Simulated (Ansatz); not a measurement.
Reaction (formal exchange of groups at the Si–Si bond): `N[SiH]([AlH2])[SiH3]` + `CC(N)=S` → `NC([SiH3])=S` + `C[SiH](N)[AlH2]`

Isolated molecules relaxed with PBE0-D4/def2-TZVP in Ansatz; ΔE leaves out vibrations. CBS: MP2 limit from def2 TZ/QZ plus the TZ coupled-cluster correction, frozen cores. Functionals use def2-TZVPP. B3LYP here is the variant with VWN-RPA as its local correlation; programs differ in this. One conformer a species, not always the lowest.

```
             level  ΔE (kJ/mol)  difference from CCSD(T)/CBS
            PBE-D4         -6.1                         11.4
           ωB97X-V        -12.7                          4.8
           ωB97M-V        -20.2                         -2.7
            B2PLYP        -19.2                         -1.7
              PBE0         -5.8                         11.7
             B3LYP        -15.5                          2.0
     HF/def2-TZVPP        -14.4                          3.1
    MP2/def2-TZVPP        -23.8                         -6.3
SCS-MP2/def2-TZVPP        -23.4                         -5.9
   CCSD/def2-TZVPP        -15.9                          1.6
CCSD(T)/def2-TZVPP        -16.8                          0.7
     HF/def2-QZVPP        -14.7                          2.8
SCS-MP2/def2-QZVPP        -23.9                         -6.4
      HF/CBS(def2)        -14.8                          2.7
     MP2/CBS(def2)        -24.5                         -7.0
    CCSD/CBS(def2)        -16.6                          0.9
       CCSD(T)/CBS        -17.5                            0
```

Largest T1 diagnostic among the species: 0.018.
